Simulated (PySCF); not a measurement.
## Two-component Hartree-Fock for Dy(47+) (dysprosium, charge +47)

Start: [Ar] 3d1; 3d3/2 filled at m_j = +3/2. Calculated with PySCF 2.14 in an uncontracted even-tempered set (15 s from 12 bohr⁻², ratio 2.8; 12 p from 15 bohr⁻², ratio 2.8; 8 d from 15 bohr⁻², ratio 2.8; 3 f from 46 bohr⁻², ratio 3): generalised Hartree-Fock with the X2C-1e Hamiltonian and a Gaussian nucleus; one run each with spin-orbit coupling (SO) switched off, then screened by Boettger's factors.

```tsv
spinor shell	electrons	ε, spin-free (eV)	ε, screened SO (eV)	weight of nominal j (screened SO)	rms radius, screened SO (bohr)
1s1/2	2	-57058.4	-57046.5	1.000	0.0240
2s1/2	2	-12034.6	-12030.5	1.000	0.0961
2p1/2	2	-11016.5	-11593.2	1.000	0.0820
2p3/2	4	-11016.5	-10770.3	1.000	0.0883
3s1/2	2	-4573.4	-4572.1	1.000	0.237
3p1/2	2	-4252.3	-4398.7	1.000	0.225
3d3/2	1	-3948.0	-3974.9	1.000	0.203
```

Where does 3p3/2 lie, and what is the 3p spin-orbit splitting (screened SO)?

At -4188.8 eV, 209.91 eV above 3p1/2.

```
   quantity     spin-free   screened SO
E (hartree)  -10154.97317  -10164.71385
        M_J           3/2           3/2
       ⟨J²⟩         3.955         3.750
       ⟨L²⟩         6.001         6.034
       ⟨S²⟩         0.750         0.784
```

Each row is a mean over spinors that exchange with the open shell spreads, by up to 22.046 eV (3p1/2).

Breit and QED terms are absent; they matter most for the inner s and p1/2 levels.

Densities and radii are taken from the X2C orbitals without a picture-change correction, which distorts them close to the nucleus.

Without spin-orbit coupling the j labels of p, d and f shells carry no meaning; the spin-free column gives the mean over the occupied spinors of each nl shell, and its ⟨J²⟩ belongs to a mixture of degenerate components.
